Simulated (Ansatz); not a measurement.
`O[BH][GeH3]` and `O[BH][GaH2]` differ in one atom or group.

Ansatz, PBE0-D4/def2-TZVP geometries, multiplicity 1. Each molecule was computed in one conformer, which needn't be the lowest.

Scalar relativity is left out up to krypton.

| property | `O[BH][GeH3]` |
| --- | --- |
| HOMO–LUMO gap (PBE0/def2-TZVPP) / eV | 6.84 |
| zero-point energy (PBE0-D4/def2-TZVP) / kJ/mol | 132.5 |
| LUMO energy (PBE0/def2-TZVPP) / eV | -0.99 |
| HOMO energy (PBE/def2-TZVPP) / eV | -6.59 |
| size of the dipole moment (B3LYP/def2-TZVPP) / D | 2.32 |
| HOMO–LUMO gap (ωB97M-V/def2-TZVPP) / eV | 10.97 |

Problem. Give the same properties after the change, and the shifts. (Estimate.)

Solution. Ansatz gave: 
| property | `O[BH][GaH2]` | shift |
| --- | --- | --- |
| HOMO–LUMO gap (PBE0/def2-TZVPP) / eV | 5.54 | -1.30 |
| zero-point energy (PBE0-D4/def2-TZVP) / kJ/mol | 105.6 | -26.9 |
| LUMO energy (PBE0/def2-TZVPP) / eV | -1.57 | -0.58 |
| HOMO energy (PBE/def2-TZVPP) / eV | -5.94 | 0.65 |
| size of the dipole moment (B3LYP/def2-TZVPP) / D | 2.32 | 0.00 |
| HOMO–LUMO gap (ωB97M-V/def2-TZVPP) / eV | 9.37 | -1.60 |

With PBE0 the HOMO rises by 0.72 eV and the LUMO falls by 0.58 eV, so the gap narrows by about 1.30 eV. PBE moves the HOMO by 0.65 eV and ωB97M-V by 0.74 eV. The zero-point energy changes by -26.9 kJ/mol with -3 modes. Dipoles are sizes alone; their direction can turn.

B3LYP here is the variant with VWN-RPA as its local correlation; programs differ in this.
